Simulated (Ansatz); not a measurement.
System: MoCl, net charge 0, sextet state. The spin state was set by rule; other spins were not relaxed. SMILES: [Cl][Mo]
Geometry: optimised at B3LYP-D3(BJ)/def2-TZVP (Ansatz, a program for electronic structure).

Property: vertical ionisation energy (to the quintet state of charge +1; each state is the SCF solution reached for its spin), in eV. Cores are frozen in the correlated levels unless marked. Open shells are spin-unrestricted. No spin-orbit coupling. The frozen core is the preceding noble-gas configuration, with the filled d and f shells of earlier blocks. Past Kr the def2 sets carry scalar-relativistic core potentials. CBS(X,Y): correlation extrapolated as X^-3; Hartree-Fock from the larger set.

```json
[
 {"level": "SVWN5/def2-TZVPD", "program": "Ansatz", "vertical ionisation energy (eV)": "8.48"},
 {"level": "B3LYP/def2-TZVPD", "program": "Ansatz", "vertical ionisation energy (eV)": "…"},
 {"level": "CCSD/def2-SVPD", "program": "Ansatz", "vertical ionisation energy (eV)": "8.05"},
 {"level": "CCSD/def2-TZVPPD", "program": "Ansatz", "vertical ionisation energy (eV)": "8.07"},
 {"level": "CCSD(T)/CBS(def2-TZVPPD,def2-QZVPPD)", "program": "Ansatz", "vertical ionisation energy (eV)": "…"}
]
```

Problem. Some entries are withheld; supply them.

Solution. 
- B3LYP/def2-TZVPD, vertical ionisation energy (eV): 8.24
- CCSD(T)/CBS(def2-TZVPPD,def2-QZVPPD), vertical ionisation energy (eV): 8.14
